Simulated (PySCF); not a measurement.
Choosing a molecule for a target property.

Species are written as SMILES; each is one conformer at its optimised geometry, gas phase, non-relativistic unless stated. Electronic properties by PySCF.

Dipoles, sizes and rotational constants follow the conformer. The torsions of the flexible species, by atom-mapped SMILES:
- `[CH3:1][CH2:2][C@@H:3]([F:4])[CH:5]=[S:6]`: C1–C2–C3–F4 66°, C2–C3–C5–S6 65°
- `[CH3:1][C:2]([CH3:3])([CH3:4])[Si@@H:5]([OH:6])[CH:7]1[CH2:8][CH2:9]1`: C1–C2–Si5–O6 177°, C2–Si5–C7–C8 -156°, H–O6–Si5–C2 62°
- `[F:1][CH:2]([F:3])[C:4]([F:5])([F:6])[C:7]([F:8])([F:9])[F:10]`: F1–C2–C4–F5 65°, C2–C4–C7–F8 -60°
- `[O:1]=[C:2]1[CH2:3][CH:4]=[C:5]([SiH2:6][SiH3:7])[CH2:8]1`: C4–C5–Si6–Si7 -119°
- `[CH2:1]=[C:2]([CH3:3])[CH2:4][NH:5][CH2:6][SiH2:7][C:8]#[N:9]`: C1–C2–C4–N5 117°, C2–C4–N5–C6 -178°, C4–N5–C6–Si7 -176°, N5–C6–Si7–C8 179°
- `[CH:1]#[C:2][CH2:3][Si@@:4]1([NH2:5])[CH2:6][CH2:7][N:8]1[CH3:9]`: C2–C3–Si4–N5 63°, H–N5–Si4–C3 -32°, H–N5–Si4–C3 -179°

Question: Wanted: dipole moment between 1.7 D and 2 D (PBE0/pcSseg-1) and smallest rotational constant below 1.2 GHz (GFN2-xTB), at GFN2-xTB geometries. Which candidate meets both?
A. `C([C@@H](CC)F)=S`
B. `FC(F)C(F)(F)C(F)(F)F`
C. `CC(C)(C)[Si@@H](O)C1CC1`
D. `O=C1CC=C([SiH2][SiH3])C1`
E. `C(NC[SiH2]C#N)C(C)=C`

Answer: C. Computed values:
| species | dipole moment | smallest rotational constant |
| --- | --- | --- |
| C([C@@H](CC)F)=S | 1.24 D | 1.282 GHz |
| FC(F)C(F)(F)C(F)(F)F | 1.60 D | 1.128 GHz |
| CC(C)(C)[Si@@H](O)C1CC1 | 1.76 D | 0.825 GHz |
| O=C1CC=C([SiH2][SiH3])C1 | 2.44 D | 0.614 GHz |
| C(NC[SiH2]C#N)C(C)=C | 3.82 D | 0.416 GHz |

Question: Wanted: HOMO–LUMO gap below 5 eV (PBE0/pcSseg-1) and HOMO energy above -9 eV (PBE0/pcSseg-1), at GFN2-xTB geometries. Which candidate meets both?
A. `F[C@@H](C=S)CC`
B. `CC(C)(C)[Si@@H](O)C1CC1`
C. `O=C1CC=C([SiH2][SiH3])C1`
D. `[Si@]1(N)(CCN1C)CC#C`
E. `FC(F)C(F)(F)C(F)(F)F`

Answer: A. Computed values:
| species | HOMO–LUMO gap | HOMO energy |
| --- | --- | --- |
| F[C@@H](C=S)CC | 4.27 eV | -6.84 eV |
| O=C1CC=C([SiH2][SiH3])C1 | 6.52 eV | -7.23 eV |
| [Si@]1(N)(CCN1C)CC#C | 7.08 eV | -5.99 eV |
| CC(C)(C)[Si@@H](O)C1CC1 | 7.93 eV | -7.35 eV |
| FC(F)C(F)(F)C(F)(F)F | 11.31 eV | -10.28 eV |
